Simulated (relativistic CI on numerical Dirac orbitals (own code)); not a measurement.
## Slater's F² for Mg5+ from its measured terms

Problem. The ground configuration 2s2 2p3 of Mg5+ has the measured levels 4S: 0.0 (J = 3/2); 2D: 55372.8 (J = 3/2), 55356.0 (J = 5/2); 2P: 83920.0 (J = 1/2), 84028.4 (J = 3/2) cm⁻¹ (NIST levels in Kelleher and Podobedova, J. Phys. Chem. Ref. Data 37, 267 (2008)). Test the one-configuration theory of p3 and extract F²(2p,2p).

Working.
1. Centres of gravity, weighted by 2J + 1: 4S 0.0, 2D 55362.7, 2P 83992.3 cm⁻¹. To first order spin-orbit coupling drops out of them.
2. Slater-Condon theory gives 2D − 4S = 9F²/25 and 2P − 2D = 6F²/25, so the ratio of the upper interval to the lower is 6/9 = 0.667, whatever F².
3. Measured intervals: 55362.7 and 28629.5 cm⁻¹, ratio 0.517.
4. F² from the lower interval is 153785 and from the upper 119290 cm⁻¹.

Check. The radial integral calculated for this configuration (Dirac-KLI orbitals, unscaled) is F² = 163537 cm⁻¹; the two empirical values are 94 % and 73 % of it. The ratio falls short of 0.67 mainly because the highest term mixes with s⁰p5, which has the same term and pushes it down.
